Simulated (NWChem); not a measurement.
System: C₃H₇NSi; SMILES C#CCN[SiH3]

Here is an NWChem input.

```
start job
memory heap 200 mb stack 900 mb global 1100 mb
geometry units angstroms noautosym nocenter noautoz
  C      0.794307    -2.656909    -0.047454
  C     -0.011715    -1.764624     0.099772
  C     -0.979906    -0.669991     0.250164
  N     -0.673158     0.533747    -0.491760
  Si     0.422815     1.761174     0.073157
  H      1.511331    -3.447185    -0.173002
  H     -1.060362    -0.417123     1.322188
  H     -1.979329    -1.046272    -0.033840
  H     -0.729201     0.399327    -1.496431
  H      0.016923     2.121659     1.465745
  H      0.276142     2.930328    -0.843278
  H      1.874824     1.384641     0.112812
end
basis spherical
  * library 6-31g*
end
dft
  xc hfexch
  iterations 150
end
property
  shielding
end
task dft property
```

Output (shortened):

```
             Northwest Computational Chemistry Package (NWChem) 7.3.0
             --------------------------------------------------------

                             Geometry "geometry" -> ""
                             -------------------------

 Output coordinates in angstroms (scale by  1.889725989 to convert to a.u.)

  No.       Tag          Charge          X              Y              Z
 ---- ---------------- ---------- -------------- -------------- --------------
    1 C                    6.0000     0.79430700    -2.65690900    -0.04745400
    2 C                    6.0000    -0.01171500    -1.76462400     0.09977200
    3 C                    6.0000    -0.97990600    -0.66999100     0.25016400
    4 N                    7.0000    -0.67315800     0.53374700    -0.49176000
    5 Si                  14.0000     0.42281500     1.76117400     0.07315700
    6 H                    1.0000     1.51133100    -3.44718500    -0.17300200
    7 H                    1.0000    -1.06036200    -0.41712300     1.32218800
    8 H                    1.0000    -1.97932900    -1.04627200    -0.03384000
    9 H                    1.0000    -0.72920100     0.39932700    -1.49643100
   10 H                    1.0000     0.01692300     2.12165900     1.46574500
   11 H                    1.0000     0.27614200     2.93032800    -0.84327800
   12 H                    1.0000     1.87482400     1.38464100     0.11281200

 Effective nuclear repulsion energy (a.u.)     200.4435584060

  xc_inp: hfexch multiplicative factor not found.
                              NWChem Property Module
                              ----------------------

  itol2e modified to match energy
  convergence criterion.

                                 NWChem DFT Module
                                 -----------------

 Summary of "ao basis" -> "ao basis" (spherical)
 ------------------------------------------------------------------------------
       Tag                 Description            Shells   Functions and Types
 ---------------- ------------------------------  ------  ---------------------
 C                           6-31g*                  6       14   3s2p1d
 N                           6-31g*                  6       14   3s2p1d
 Si                          6-31g*                  8       18   4s3p1d
 H                           6-31g*                  2        2   2s

  itol2e modified to match energy
  convergence criterion.

[...]

          -----------------------------------------
          Chemical Shielding Tensors (GIAO, in ppm)
          -----------------------------------------

                                NWChem CPHF Module
                                ------------------

  scftype          =     RHF
  nclosed          =       23
  nopen            =        0
  variables        =     1495
  # of vectors     =        3
  tolerance        = 0.10D-03
  level shift      = 0.00D+00
  max iterations   =       50
  max subspace     =       30

 SCF residual:    1.0356858879780841E-004

Iterative solution of linear equations
  No. of variables     1495
  No. of equations        3
  Maximum subspace       30
        Iterations       50
       Convergence  1.0D-04

   iter   nsub   residual    time
   ----  ------  --------  ---------
     1      3    1.03D+00      42.9
     2      6    2.09D-01      47.1
     3      9    4.42D-02      51.5
     4     12    1.05D-02      56.0
     5     15    1.34D-03      60.7
     6     18    3.12D-04      65.0
     7     21    5.24D-05      69.2

      Atom:    1  C
        Diamagnetic
    279.0102     -1.7111     -0.4965
     -1.7111    280.3522      0.1864
     -0.4965      0.1864    277.1747

        Paramagnetic
   -136.2761    -83.5319     -9.3402
    -83.5319   -110.0904     11.8905
     -9.3402     11.8905   -204.5339

        Total Shielding Tensor
    142.7341    -85.2430     -9.8367
    -85.2430    170.2618     12.0768
     -9.8367     12.0768     72.6408

           isotropic =     128.5456
          anisotropy =     173.5687

          Principal Components and Axis System
                 1           2           3
              244.2580     71.3255     70.0533

      1        -0.6455      0.2673      0.7155
      2         0.7584      0.1135      0.6419
      3         0.0904      0.9569     -0.2759

      Atom:    2  C
        Diamagnetic
    263.7324    -17.4848     -2.7851
    -17.4848    271.4962      2.2952
     -2.7851      2.2952    248.0253

        Paramagnetic
   -107.4201   -115.4016    -22.5344
   -115.4016    -90.7980     21.8781
    -22.5344     21.8781   -210.4649

        Total Shielding Tensor
    156.3123   -132.8865    -25.3196
   -132.8865    180.6982     24.1733
    -25.3196     24.1733     37.5604

           isotropic =     124.8569
          anisotropy =     272.4427

          Principal Components and Axis System
                 1           2           3
              306.4854     36.6404     31.4450

      1        -0.6693      0.5677      0.4794
      2         0.7318      0.6154      0.2928
      3         0.1288     -0.5468      0.8273

      Atom:    3  C
        Diamagnetic
    237.7591     -5.1819     -3.8788
     -5.1819    253.4329     -6.4521
     -3.8788     -6.4521    232.3685

        Paramagnetic
    -73.3993      6.7296     -5.4525
      6.7296    -70.1908     -8.3912
     -5.4525     -8.3912    -69.3420

        Total Shielding Tensor
    164.3598      1.5476     -9.3314
      1.5476    183.2421    -14.8433
     -9.3314    -14.8433    163.0265

           isotropic =     170.2095
          anisotropy =      33.1867

          Principal Components and Axis System
                 1           2           3
              192.3339    167.5440    150.7504

      1         0.2116      0.8364      0.5056
      2         0.8431     -0.4179      0.3385
      3        -0.4944     -0.3547      0.7936

      Atom:    4  N
        Diamagnetic
    314.4838     14.5227      2.7568
     14.5227    332.8262     -3.9557
      2.7568     -3.9557    324.5030

[...]
```

Level: Hartree-Fock/6-31G* (spherical d), GIAO. Coordinates come from a PBE0/def2-SVP optimisation. No frequency run checked for a minimum. The printed shielding anisotropy is the first printed principal value minus the mean of the other two.
